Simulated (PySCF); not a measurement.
Compound: C₆H₉NO.
Numbering: `[NH2:1][C@@H:2]1[CH2:3][CH:4]=[CH:5][C:6](=[O:7])[CH2:8]1`

Geometry (GFN2-xTB, Å), atoms numbered from 1 in this order:
```
atom  x, y, z in Å
N1    -1.6991   -0.6205    0.5829
C2    -0.7275   -0.6915   -0.4896
C3     0.6570   -1.2213   -0.0618
C4     1.4097   -0.2163    0.7408
C5     1.1543    1.0906    0.6985
C6     0.1148    1.6723   -0.1626
O7    -0.1524    2.8536   -0.1433
C8    -0.5671    0.7004   -1.1025
H9    -1.3949    0.0248    1.3038
H10   -1.8466   -1.5295    1.0057
H11   -1.1470   -1.3706   -1.2429
H12    1.2398   -1.4651   -0.9562
H13    0.5454   -2.1471    0.5106
H14    2.1932   -0.5990    1.3825
H15    1.7042    1.7930    1.3086
H16   -1.5410    1.1033   -1.3818
H17    0.0503    0.6351   -2.0027
```

NICS is the negative of the GIAO shielding at a point without a nucleus: at the ring centre (0) and 1 Å above and below it (1); zz is the component along the ring normal. Level: GIAO PBE0/pcSseg-1 (PySCF, non-relativistic, gas phase) on the GFN2-xTB geometry, one conformer.

Ring bond lengths (Å), with Mayer bond orders in brackets: C2–C3 1.543 (0.99), C3–C4 1.490 (1.03), C4–C5 1.332 (1.80), C5–C6 1.470 (1.04), C6–C8 1.514 (0.99), C8–C2 1.529 (1.00).

Problem. Give the NICS values of each ring in ppm.

Solution. 
| ring | type | NICS(0) | NICS(1), two faces | NICS(1)zz, two faces | rms pucker (Å) | centre to ring atoms, mean (Å) |
| --- | --- | --- | --- | --- | --- | --- |
| C2–C3–C4–C5–C6–C8 | 6-membered carbocycle; formal bonds 1 double, 5 single | 2.7 | -0.3 / -2.0 | 2.4 / -1.6 | 0.19 | 1.45 |

Problem. What can be read from them?

Solution. 
- C2–C3–C4–C5–C6–C8: mean NICS(1)zz 0.4 ppm, near zero. C2, C3, C8 have four or more neighbours, so the value isn't read as a sign of a π ring current. The two faces differ by 4.0 ppm, so no symmetry operation interchanges them.

Problem. At the second NICS(1) probe listed for ring C2–C3–C4–C5–C6–C8, 1 Å off the ring, how large is the induced field along the normal in 9.4 T applied along it?

Solution. NICSzz × B0 = -1.6 ppm × 9.4 T = -15 μT, against the applied field.

Problem. List the ring angles and the Hirshfeld charges of the ring atoms.

Solution. 
- C2–C3–C4–C5–C6–C8: C2 109.2° (+0.022 e), C3 111.8° (-0.077 e), C4 123.2° (-0.011 e), C5 122.8° (-0.068 e), C6 115.3° (+0.149 e), C8 112.5° (-0.083 e); sum 694.9° against 720° for a flat convex ring.

Problem. How shielded are the nuclei of the rings and their hydrogens (means over atoms taken as equivalent)?

Solution. 
```csv
atoms,environment,σ isotropic (ppm),"principal values of the symmetric part, first atom (ppm)"
C2,sp3 carbon bound to nitrogen,134.2,"119.6, 139.0, 144.0"
C3,allylic carbon,144.7,"123.5, 143.2, 167.4"
C4,alkene CH carbon,33.4,"-93.8, 35.6, 158.3"
C5,alkene CH carbon,49.5,"-51.2, 59.8, 140.0"
C6,ketone carbonyl carbon,-13.2,"-100.7, -48.9, 110.1"
C8,sp3 carbon next to a carbonyl,138.0,"127.4, 136.0, 150.8"
H11,methine hydrogen,28.22,"24.6, 26.6, 33.4"
H12,methylene hydrogen,28.87,"25.7, 26.4, 34.5"
H13,methylene hydrogen,29.55,"26.2, 28.3, 34.2"
H14,vinylic hydrogen,24.64,"22.6, 23.5, 27.8"
H15,vinylic hydrogen,25.44,"23.9, 24.2, 28.2"
H16,methylene hydrogen,28.97,"25.5, 28.0, 33.4"
H17,methylene hydrogen,29.20,"26.2, 27.5, 34.0"
```

On one thread, Arm Neoverse N1, no GPU, shared host, this took 42 s wall. This is the whole shielding run at PBE0/pcSseg-1, SCF included.
